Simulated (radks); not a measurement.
Question: The mean radii <r> (bohr) of the occupied orbitals of an atom or ion are listed with their occupations. Calculated with a radial shooting solver on a logarithmic mesh with Libxc functionals: non-relativistic Kohn-Sham, BLYP, spin-polarised, spherical densities, point nucleus.

| orbital | occ. | <r> |
|---|---|---|
| 1s up | 1 | 0.06705 |
| 1s down | 1 | 0.06705 |
| 2s up | 1 | 0.3113 |
| 2s down | 1 | 0.3110 |
| 2p up | 3 | 0.2753 |
| 2p down | 3 | 0.2750 |
| 3s up | 1 | 0.9458 |
| 3s down | 1 | 0.9479 |
| 3p up | 3 | 1.000 |
| 3p down | 3 | 1.004 |
| 3d up | 2 | 1.232 |
| 4s up | 1 | 2.813 |
| 4p up | 1 | 3.349 |

Name the element and its charge. Open shells, if any, are filled with parallel spins first.

Answer: Z = 23, vanadium, charge +1: V+ in [Ar] 3d2 4s1 4p1. The 1s radius gives Z: for a bare nucleus <r> = 1.5/Z, 0.06522 bohr for Z = 23, and screening makes it slightly larger (0.06705 here). The occupations add up to 22, and the charge is Z minus that.
